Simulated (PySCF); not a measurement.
# C₆ coefficients of unlike pairs at B3LYP

Calculated with PySCF 2.14 from the dipole response of each species, C₆(A,B) = (3/π) ∫ α_A(iu) α_B(iu) du, in atomic units, from isotropic polarisabilities. For ions this is the dispersion term alone; charge-induced terms of lower order in 1/R come first.

| species | configuration | basis | relativity | α (bohr³) | C₆ (like pair) |
| --- | --- | --- | --- | --- | --- |
| Ga(3+) | [Ar] 3d10 (1S) | def2-QZVPPD (12s7p5d4f1g) | none | 1.363 | 2.896 |
| Zr+ | [Kr] 4d2 5s1 (4F) | aug-cc-pVTZ-DK (9s8p6d3f2g) | spin-free X2C | 56.84 | 479.0 |
| Cl | [Ne] 3s2 3p5 (2P) | aug-cc-pCVTZ-DK (8s7p5d3f) | spin-free X2C | 14.89 | 95.13 |
| Si(3+) | [Ne] 3s1 (2S) | aug-cc-pwCVTZ (8s7p5d3f) | none | 6.761 | 12.45 |

Q: Estimate C₆ for Si(3+) with Zr+.

A: The integral gives 75.12. The combination rule 2 C_A C_B / (C_A α_B/α_A + C_B α_A/α_B) gives 73.80 and the geometric mean 77.24.

No spin-orbit coupling is included.

The other pairs:

| pair | C₆ |
| --- | --- |
| Si(3+), Ga(3+) | 4.489 |
| Si(3+), Cl | 33.60 |
| Cl, Zr+ | 195.7 |
| Zr+, Ga(3+) | 24.48 |
| Cl, Ga(3+) | 13.67 |
